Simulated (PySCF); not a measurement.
C₂H₇ClOSi, SMILES CO[SiH](C)Cl. The structure is a stationary point at PBE-D3(BJ)/def2-SVP. Other conformers were not sampled.

Computed with PBE-D3(BJ)/def2-SVP (PySCF 2.14.0).

Harmonic wavenumbers (cm⁻¹): 84, 105, 130, 143, 181, 278, 298, 500, 651, 709, 749, 764, 852, 873, 1117, 1136, 1169, 1221, 1375, 1377, 1419, 1423, 1425, 2165, 2925, 2984, 3001, 3049, 3088, 3094. Rotational constants (GHz): 3.368, 2.521, 1.572; symmetry number 1.

Problem. Work out the zero-point energy and the ideal-gas rigid-rotor harmonic-oscillator thermochemistry at 298.15 K and 1 atm.

Solution. ZPE = ½ Σ hcν = ½ × 38282 cm⁻¹ = 54.73 kcal/mol. H − E(el) = 60.35 kcal/mol. Entropy in cal/(mol K): translation 40.02, rotation 27.58, vibration 20.58, total 88.18. G − E(el) = 34.06 kcal/mol. Cp = 27.96 cal/(mol K). Modes under 150 cm⁻¹ make the vibrational entropy uncertain.
